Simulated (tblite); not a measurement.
C2H5S, doublet, geometry from GFN2-xTB; tblite with GFN1-xTB with ALPB(water).

Input for tblite:
```
$ tblite run mol.xyz --method gfn1 --charge 0 --spin 1 --alpb water --json tblite.json --no-restart

# file mol.xyz
8

C      1.48255365     0.65932309    -0.01655837
C     -0.03154429     0.78395239     0.00248490
S     -0.84471660    -0.82371473     0.00823708
H     -0.37104627     1.31200621     0.89543533
H     -0.39297317     1.31674827    -0.87896880
H      1.93395512     1.64948226    -0.01949031
H      1.83064329     0.11841436     0.86042594
H      1.80883038     0.12313177    -0.90475459
```

It wrote (shortened):

```
xTB calculator
 | screened Coulomb repulsion
 | Coulomb electrostatics
 |  * isotropic Klopman-Ohno-Mataga-Nishimoto electrostatics
 |  * onsite third-order electrostatics
 | DFT-D3(BJ) dispersion correction
 | Interactions (3)
 | [1] alpb/gbsa reaction field model
 | [2] cds contribution to solvation
 | [3] empirical free energy shift and standard state/solvent correction

halogen bonding energy    0.0000000000000E+00 Eh
repulsion energy          1.0479671762502E-01 Eh
dispersion energy        -2.0667750634994E-03 Eh
interaction energy        4.7211021186277E-04 Eh
number of electrons       1.9000000000000E+01 e
integral cutoff           1.9731147476801E+01 bohr

------------------------------------------------------------
  cycle        total energy    energy error   density error
------------------------------------------------------------
      1     -10.52634290246  -1.0629545E+01   4.8292380E-01
      2     -10.54861540997  -2.2272508E-02   3.0471252E-01
      3     -10.54788073393   7.3467604E-04   7.0281347E-02
      4     -10.55022996098  -2.3492271E-03   5.3307493E-03
      5     -10.55026144786  -3.1486878E-05   8.8876368E-04
      6     -10.55026251679  -1.0689296E-06   7.8690244E-05
      7     -10.55026252802  -1.1228646E-08   6.1422715E-06
------------------------------------------------------------

electronic energy        -1.0653464580790E+01 Eh
total energy             -1.0550262528017E+01 Eh

Post processing:
 | Mayer-Wiberg bond orders

[Info] JSON dump of results written to 'tblite.json'
```
